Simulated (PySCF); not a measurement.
Computed shifts of a molecule C₄H₆F₂, PBE0/pcSseg-1 (PySCF), GIAO, gas phase, atoms alike by connectivity averaged where their shifts nearly agree, in ppm (number of nuclei): ¹³C: 167.8 (1), 86.3 (1), 21.6 (1), 19.1 (1). ¹⁹F: -95.3 (1), -99.4 (1). ¹H: 4.35 (1), 2.38 (1), 2.19 (1), 1.33 (3). References: ¹³C against TMS (σ = 186.3 ppm); ¹⁹F against CFCl3 (σ = 167.2 ppm); ¹H against TMS (σ = 31.56 ppm), references at their B3LYP-D3(BJ)/def2-TZVP geometries, non-relativistic. The structure is a stationary point at PBE0-D3(BJ)/def2-SVP. Other conformers were not sampled.

Q: Which structure fits?
A. CCC=C(F)F
B. F[C@H]1C[C@@H](F)C1
C. C=C(C)C(F)F
D. C[C@@H]1CC1(F)F

A: A, CCC=C(F)F
